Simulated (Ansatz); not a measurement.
Cost and result up the ladder for Li7H6 (13 atoms). Total charge 0; doublet. Geometry: PBE-D4/def2-TZVP.

```xyz
13

Li    2.245    0.220   -0.672
Li    0.626    1.603    1.312
Li   -2.045   -2.202   -0.103
Li   -0.074   -0.657   -1.770
Li    0.273   -1.561    0.941
Li    0.686    2.422   -1.054
Li   -1.413    0.743    0.190
H    -1.711   -0.693   -0.937
H     1.222   -1.199   -0.609
H     1.977    1.761    0.128
H    -0.268    0.084    1.498
H    -0.609    2.354    0.161
H    -0.908   -2.874    0.914
```

Ansatz on 2 threads of Arm Neoverse V2 on a shared host. Times are rough, and most runs start from the orbitals of an earlier one. CAM-B3LYP-D4/def2-TZVP serves as the yardstick here, not as an exact answer. Binding counts from free atoms at the same level (Li doublet, H doublet; other spins of the atoms weren't run), without zero-point energy or a counterpoise term.

B3LYP takes the VWN-RPA correlation. Correlated methods freeze no core orbitals; core or outer-core shells of Li are correlated, in sets that lack core-valence functions. Another isomer (doublet) lies 0.26 eV lower at PBE0-D4/def2-TZVP; other spin states weren't run for this one.

Correlated methods converge slowly with the basis.

| level | functions | wall time | binding energy per atom (eV) | difference from CAM-B3LYP-D4/def2-TZVP (eV) |
| --- | --- | --- | --- | --- |
| PBE-D4/def2-TZVP (with forces) | 134 | 3.7 s | 1.89 | -0.10 |
| PBE0-D4/def2-TZVP | 134 | 3.9 s | 1.88 | -0.11 |
| B3LYP-D4/def2-TZVP | 134 | 4.4 s | 1.97 | -0.02 |
| CAM-B3LYP-D4/def2-TZVP | 134 | 6 s | 1.99 | 0.00 |
| r2SCAN-D4/def2-TZVP | 134 | 7 s | 1.92 | -0.07 |
| CCSD(T)/def2-TZVP | 134 | 1.7 min | 1.81 | -0.18 |
